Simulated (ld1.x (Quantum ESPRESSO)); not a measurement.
**Sc: PAW pseudisation with PBE, scalar-relativistic reference atom.**

- Element: scandium
- Generator: ld1.x (Quantum ESPRESSO) 7.5
- Type: PAW
- Functional: PBE
- Relativity: scalar-relativistic
- Frozen core: [Ne] 3s2
- Valence charge: 9
- Reference configuration: 3p6 3d1 4s1.5 4p0 (charge +0.5)
- Partial waves: 4s (bound): rcut 3.15, rcutus 3.55 bohr; 4s channel at 3.3 Ry: rcut 3.15, rcutus 3.55 bohr; 3p (bound): rcut 1.75, rcutus 2.25 bohr; 4p (bound, empty): rcut 1.75, rcutus 2.25 bohr; 3d (bound): rcut 1.75, rcutus 2.15 bohr; 3d channel at 0.55 Ry: rcut 1.75, rcutus 2.15 bohr
- Local potential: all-electron potential smoothed inside 1.65 bohr (lloc = -2)
- Core correction: a·sin(br)/r model core, default radius (ld1.x builds one for every PAW set, though the input has nlcc=.false.)
- Augmentation charge: PSQ, inside the norm-conserving radii

Poles of the logarithmic derivatives, all-electron (AE) and pseudo (PS). Narrow ghost or core levels that the grid stepped over were put in at their known energies. s: poles at -4.3, 0.1, 3.7 (AE) and 0.1, 3.7 (PS) Ry. p: poles at 0.7, 4.3 (AE) and 0.7, 4.0 (PS) Ry. d: poles at -0.4, 1.7 (AE) and -0.4, 1.7 (PS) Ry. Test radius 3.85 bohr.

* Largest excitation error: -63 meV (all-electron minus pseudo) for 3p6 3d0 4s2 4p0, out of 7 test configurations
* Lowest eigenvalue of the overlap operator: -0.01 (s channel); it is negative, so in a basis up to 400 Ry S is not positive definite and the file is unfit for use
* Density cutoff estimated by the generator: 136 Ry

The ghost test of this file was not conclusive. Its overlap operator is not positive definite in a basis up to 400 Ry (lowest eigenvalue s -0.01), so the file is unfit for use: the generalised eigenproblem breaks down once the basis is large enough, and its test numbers describe a broken file.
